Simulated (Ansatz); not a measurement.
Ansatz (a first-principles code) input (B3LYP-D3(BJ)/def2-TZVP):

Ansatz 0.2 input:
```yaml
crystal:
  periodic: [false, false, false]
  atoms:
    - {symbol: Si, position_ang: [0.14744042, -0.39741301, -0.82300809]}
    - {symbol: N, position_ang: [-1.04283597, 0.19814445, 0.50898513]}
    - {symbol: Si, position_ang: [-2.87123919, -0.09028894, 0.30656017]}
    - {symbol: O, position_ang: [1.54526436, 0.02491097, -0.21721029]}
    - {symbol: Si, position_ang: [3.20117883, 0.27199278, -0.00706839]}
    - {symbol: H, position_ang: [-0.06595669, -1.83020984, -0.81772165]}
    - {symbol: H, position_ang: [-0.24267652, 0.39693932, -1.97009908]}
    - {symbol: H, position_ang: [-0.73224270, -0.21991228, 1.38539106]}
    - {symbol: H, position_ang: [-3.16078807, 0.62137194, -0.92850441]}
    - {symbol: H, position_ang: [-2.94911083, -1.54110659, 0.23718562]}
    - {symbol: H, position_ang: [-3.41503186, 0.50944856, 1.51879910]}
    - {symbol: H, position_ang: [3.23531177, 0.72814362, 1.37775473]}
    - {symbol: H, position_ang: [3.52227465, 1.28642785, -0.99973199]}
    - {symbol: H, position_ang: [3.78313203, -1.03997096, -0.24453402]}
    - {symbol: H, position_ang: [-0.87195181, 1.19593033, 0.62956936]}
basis:
  gaussian:
    orbitals: def2-TZVP
hamiltonian:
  xc: b3lyp
  dispersion: d3bj
total_charge: 1
relax: {f_tol: 0.002, max_steps: 150}
```

End of the output:

```
integrals: 0.19 GiB planned
1529 factors; their error is unknown
0.29 GiB of the device are held for the grids
1.38 GiB of device memory are held for the factors and their scratch space
mean field: 1.20 GiB planned
mean field -27333.87676297 eV, -1004.5014434722 hartree, gradient 1.1e-5 eV, S^2 0.000000; 0 other end points of the search recorded, 0 dependent functions left out
the calculation of the forces begins
reference -27333.87713088 eV, -1004.5014569925 hartree; 33, 33 occupied and 200, 200 virtual orbitals, 1529 factors
relax step  38: F+E_penalty+E_count = -27334.51230511 eV  Δ(F+E_penalty+E_count) = -9.265e-7 eV  max|allowed force component| = 2.570e-3 eV/Å  Δτ_max = 0.0016 Å  (22 SCF iters, accepted)
these checks for a lower state are left out or cut short: starts, cluster_reference, orbital_swaps, neighbouring_geometries, increment
integrals: 0.19 GiB planned
1529 factors; their error is unknown
0.29 GiB of the device are held for the grids
1.38 GiB of device memory are held for the factors and their scratch space
mean field: 1.20 GiB planned
mean field -27333.87678349 eV, -1004.5014442260 hartree, gradient 1.2e-5 eV, S^2 0.000000; 0 other end points of the search recorded, 0 dependent functions left out
the calculation of the forces begins
reference -27333.87715140 eV, -1004.5014577466 hartree; 33, 33 occupied and 200, 200 virtual orbitals, 1529 factors
relax step  39: F+E_penalty+E_count = -27334.51230596 eV  Δ(F+E_penalty+E_count) = -8.514e-7 eV  max|allowed force component| = 8.081e-4 eV/Å  Δτ_max = 0.0025 Å  (22 SCF iters, accepted)
integrals: 0.19 GiB planned
1529 factors; their error is unknown
0.29 GiB of the device are held for the grids
1.38 GiB of device memory are held for the factors and their scratch space
mean field: 1.20 GiB planned
mean field evaluation 288: about -27333.8768 eV, gradient 1.5e-2 eV
mean field -27333.87678349 eV, -1004.5014442260 hartree, gradient 1.2e-5 eV, S^2 0.000000; 1 other end points of the search recorded, 0 dependent functions left out
the calculation of the forces begins
reference -27333.87715140 eV, -1004.5014577466 hartree; 33, 33 occupied and 200, 200 virtual orbitals, 1529 factors
Total energy: -27334.51267388 eV, -1004.5248127669 hartree
Atom 0 at     0.117961    -0.115332    -0.794197 Å, force     0.000022     0.000524     0.000386 eV/Å
Atom 1 at    -1.090332     0.322107     0.575704 Å, force     0.000680     0.000250     0.000243 eV/Å
Atom 2 at    -2.848988    -0.269282     0.316163 Å, force    -0.000808    -0.000369     0.000231 eV/Å
Atom 3 at     1.548859     0.072123    -0.128885 Å, force     0.000187    -0.000309    -0.000425 eV/Å
Atom 4 at     3.226699     0.143111    -0.026158 Å, force     0.000039    -0.000231     0.000287 eV/Å
Atom 5 at    -0.249347    -1.504360    -1.099761 Å, force    -0.000101    -0.000047     0.000092 eV/Å
Atom 6 at    -0.228869     0.855742    -1.838682 Å, force     0.000049     0.000026    -0.000127 eV/Å
Atom 7 at    -0.728119    -0.061908     1.452468 Å, force    -0.000269    -0.000041    -0.000341 eV/Å
Atom 8 at    -3.083952    -0.017727    -1.112389 Å, force     0.000332    -0.000006     0.000182 eV/Å
Atom 9 at    -2.785832    -1.691472     0.672656 Å, force     0.000109     0.000236    -0.000033 eV/Å
Atom 10 at    -3.663347     0.556471     1.216308 Å, force     0.000074     0.000053    -0.000182 eV/Å
Atom 11 at     3.525620     0.566652     1.351512 Å, force    -0.000131     0.000195     0.000044 eV/Å
Atom 12 at     3.683770     1.129209    -1.020474 Å, force    -0.000036     0.000066    -0.000033 eV/Å
Atom 13 at     3.738904    -1.207337    -0.314440 Å, force    -0.000110     0.000076    -0.000174 eV/Å
Atom 14 at    -1.080258     1.336411     0.706542 Å, force    -0.000037    -0.000421    -0.000149 eV/Å
Dipole moment:    -0.894659     0.132270     0.296816 e Å
```

It need not be the lowest isomer of its formula.
